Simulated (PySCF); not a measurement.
## Computed properties of CaF2, SMILES [F][Ca][F]

CaF2, SMILES [F][Ca][F]. The structure is a stationary point at PBE0-D3(BJ)/def2-TZVP. The isomer is the one that the SMILES or the coordinates give; other isomers of the formula were not compared. The values are those of a single conformer. All values are computed for the isolated molecule unless a solvent is named; none is compared with measurement here.

**Structure.** The optimised structure has C2v symmetry. All 3 harmonic modes at PBE0-D3(BJ)/def2-TZVP (PySCF) are real, so it is a minimum. With heavy atoms numbered as in [Ca:1]([F:2])[F:3], the shortest bond between them is Ca1–F3 at 1.995 Å and the longest Ca1–F2 at 1.995 Å.

**Vibrations.** The strongest infrared lines (harmonic, unscaled, degenerate partners summed) lie at 600 cm⁻¹ (306 km/mol, F 54 %, Ca 46 %), 79 cm⁻¹ (79 km/mol, F 62 %, Ca 38 %), 519 cm⁻¹ (31 km/mol, F 90 %, Ca 10 %). The softest mode is at 79 cm⁻¹ and the zero-point energy is 1.7 kcal/mol.

**Electronic structure.** B3LYP/def2-TZVPD (PySCF) places the frontier levels at -8.71 and -2.07 eV, a gap of 6.64 eV, and gives a dipole moment of 4.23 D and a mean polarisability of 23.1 bohr³. PBE/def2-TZVPD (PySCF) at the same geometry gives -7.08 and -2.34 eV, so its gap is 1.90 eV narrower. An orbital gap is neither the optical nor the fundamental gap.

**Excitations.** TDDFT-CAM-B3LYP/def2-TZVPD (PySCF) has S1 at 6.10 eV (203 nm, f = 0.000, dark); the most intense of the 10 singlets computed lies at 6.39 eV (f = 0.04). T1 (TDA) is at 6.03 eV. TDDFT-PBE/def2-TZVPD (PySCF) puts S1 at 4.76 eV. No vertical singlet excitation falls in the visible range (under 3.1 eV).

**NMR.** GIAO shifts at KT2/pcSseg-2 (PySCF) (non-relativistic, atoms alike by connectivity averaged): ¹⁹F at 18.9 ppm against CFCl3.
